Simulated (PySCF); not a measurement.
Worked example: entropy of an ideal gas

diiodomethane (CH₂I₂), SMILES ICI.

Geometry optimised at TPSSh-D3(BJ)/def2-SVP. The def2 effective core potentials stand for the cores of I; spin–orbit coupling is left out.

PySCF with TPSSh-D3(BJ)/def2-SVP gives the harmonic wavenumbers 116, 481, 562, 711, 1037, 1121, 1399, 3134, 3238 cm⁻¹ and the rotational temperatures 1.0821, 0.0286, 0.0280 K. The molar mass is 267.84 g/mol, the symmetry number 2, the spin multiplicity 1.

Task: Work out the entropy at 298.15 K and 1 atm in the rigid-rotor, harmonic-oscillator model.

Result: 
Translation (Sackur–Tetrode at 1 atm): S = R[1.5 ln M + 2.5 ln T − 1.16487] = 178.5 J/(mol K).
Rotation: q = (√π/σ) T^1.5/√(θA θB θC) = 155000, S = R[ln q + 3/2] = 111.8 J/(mol K).
Vibration: with u = 1.4388 ν/T, each mode gives R[u/(e^u − 1) − ln(1 − e^−u)]:
```
ν (cm⁻¹)  modes     u  S (J/(mol K))
--------  -----  ----  -------------
116           1  0.56          13.25
481           1  2.32           2.96
562           1  2.71           2.18
711           1  3.43           1.23
1037          1  5.00           0.34
1121          1  5.41           0.24
1399          1  6.75           0.08
```
The stiffer modes add less than 0.005 each. Sum 20.3 J/(mol K).
Spin: R ln 1 = 0.0 J/(mol K).
Total 310.6 J/(mol K); the program's own thermochemistry gives 310.6. Translation makes up 57 % and vibration 7 %. Anharmonicity, hindered rotation and orbital degeneracy are left out.
